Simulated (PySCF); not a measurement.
# Computed properties of CH₃BrSe, SMILES [Se](Br)C

Se(Br)(Me) (CH3BrSe), SMILES C[Se]Br. The structure is a stationary point at B3LYP-D3(BJ)/def2-SVP. One conformer was computed; it need not be the lowest. All values are computed for the isolated molecule unless a solvent is named; none is compared with measurement here.

**Structure.** The optimised structure has Cs symmetry. All 12 harmonic modes at B3LYP-D3(BJ)/def2-SVP (PySCF) are real, so it is a minimum. With heavy atoms numbered as in [Se:1]([Br:2])[CH3:3], the shortest bond between them is Se1–C3 at 1.957 Å and the longest Se1–Br2 at 2.361 Å.

**Vibrations.** The strongest infrared lines (harmonic, unscaled, degenerate partners summed) lie at 1449 cm⁻¹ (13 km/mol, H 95 %), 899 cm⁻¹ (10 km/mol, H 81 %, C 18 %), 1419 cm⁻¹ (8 km/mol, H 95 %). The softest mode is at 163 cm⁻¹ and the zero-point energy is 23.7 kcal/mol.

**Electronic structure.** ωB97X/def2-TZVPD (PySCF) places the frontier levels at -8.88 and -0.39 eV, a gap of 8.49 eV, and gives a dipole moment of 2.23 D and a mean polarisability of 66.0 bohr³. PBE/def2-TZVPD (PySCF) at the same geometry gives -5.42 and -3.36 eV, so its gap is 6.43 eV narrower. An orbital gap is neither the optical nor the fundamental gap.

**Excitations.** TDA-B3LYP/def2-SVPD (PySCF) has S1 at 2.45 eV (507 nm, f = 0.001, dark); the most intense of the 10 singlets computed lies at 6.77 eV (f = 0.08). T1 (TDA) is at 1.74 eV, 0.71 eV under S1. TDA-PBE/def2-SVPD (PySCF) puts S1 at 2.35 eV.

**NMR.** GIAO shifts at B3LYP/pcSseg-1 (PySCF) (non-relativistic, atoms alike by connectivity averaged): ¹³C at 32.7 ppm against TMS; ¹H at 3.0 ppm against TMS. Without spin–orbit terms, shifts of atoms bonded to Cl or Br come out too high.
